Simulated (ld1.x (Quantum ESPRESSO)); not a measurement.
germanium (Ge): variants of one TM potential

Base potential:

```json
{"Element": "Ge (Z = 32)", "Generator": "ld1.x (Quantum ESPRESSO) 7.5", "Type": "norm-conserving Troullier–Martins (Kleinman–Bylander form)", "Functional": "PBE", "Relativity": "scalar-relativistic", "Frozen core": "[Ar] 3d10", "Valence charge": "4", "Reference configuration": "4s2 4p2", "Partial waves": "4s (bound): rc 1.70 bohr; 4p (bound): rc 2.25 bohr; 4d channel at 0.05 Ry: rc 2.20 bohr", "Local potential": "all-electron potential smoothed inside 1.45 bohr (lloc = -2)", "Core correction": "a·sin(br)/r model core, default radius (core density twice the valence density)"}
```

All-electron outer shells of the reference configuration (PBE, scalar-relativistic, ld1.x):

```csv
shell,level (eV),outermost node (bohr),outermost maximum (bohr)
3p,-115.62,0.23,0.54
3d,-29.31,–,0.50
4s,-11.73,0.77,1.75
4p,-3.90,0.82,2.22
```

Cutoffs, loose and tight: the cutoffs (Ry, on a coarse ladder) from which the occupation-weighted sum of valence levels, in a spherical-Bessel basis at the reference potential, stays within 10 and 1 mRy of its value at 400 Ry. They do not see the model core or the augmentation charge, which bear on the density cutoff. Test errors are all-electron minus pseudo excitation energies from the reference, over the configurations 4s2 4p1; 4s2 4p0; 4s1 4p0; 4s2 4p2.3; 4s0 4p4; 4s1 4p3; 4s1 4p2. A dash means not determined; rows that change the core or the reference have their own tests.

A true bound ghost makes a file unfit for plane-wave use even where its test errors are small: the radial tests pick states by their node count and pass the ghost by.

```csv
change,outcome,"cutoff, loose","cutoff, tight",bound ghosts,largest test error (meV)
base,generated,18 Ry,40 Ry,none,-243
"all radii but the core radius scaled by about 0.83 (s 1.42, p 1.86, d 1.82 bohr); local potential all-electron potential smoothed inside 1.20 bohr (lloc = -2)",generated,30 Ry,70 Ry,d,-218
"all radii but the core radius scaled by about 0.90 (s 1.52, p 2.02, d 1.98 bohr); local potential all-electron potential smoothed inside 1.30 bohr (lloc = -2)",generated,25 Ry,45 Ry,none,-230
"all radii but the core radius scaled by about 1.09 (s 1.86, p 2.46, d 2.40 bohr); local potential all-electron potential smoothed inside 1.58 bohr (lloc = -2)",generated,18 Ry,40 Ry,none,-261
"all radii but the core radius scaled by about 1.16 (s 1.98, p 2.62, d 2.56 bohr); local potential all-electron potential smoothed inside 1.68 bohr (lloc = -2)",generated,15 Ry,35 Ry,none,-274
"all radii but the core radius scaled by about 1.25 (s 2.12, p 2.80, d 2.74 bohr); local potential all-electron potential smoothed inside 1.82 bohr (lloc = -2)",generated,12 Ry,35 Ry,none,-301
"all radii but the core radius scaled by about 1.29 (s 2.20, p 2.92, d 2.84 bohr); local potential all-electron potential smoothed inside 1.88 bohr (lloc = -2)",generated,12 Ry,30 Ry,none,-312
"all radii but the core radius scaled by about 1.37 (s 2.34, p 3.08, d 3.02 bohr); local potential all-electron potential smoothed inside 2.00 bohr (lloc = -2)",generated,10 Ry,30 Ry,none,-343
```

(1) What comes out with this change to the base: all radii but the core radius scaled by about 0.76 (s 1.30, p 1.72, d 1.68 bohr); local potential all-electron potential smoothed inside 1.10 bohr (lloc = -2)?

## Answers

(1) outcome: generated; cutoff, loose: 45 Ry; cutoff, tight: 120 Ry; bound ghosts: d; largest test error (meV): -150.

Reading the sweep of the scale of all radii but the core radius (base = 1) (base included, trends over the rows without a ghost): The loose cutoff falls from 25 Ry at 0.9 to 10 Ry at 1.37. A larger radius leaves more room for a smooth pseudo-wave, so fewer plane waves are needed; a smaller one forces it to follow the all-electron wave where it bends sharply. The median size of the test errors (rows with all tests solved) is not monotonic: lowest 19.4 meV at 1.09, highest 28.2 meV at 1.37. Bound ghosts are found at 0.76, 0.83.
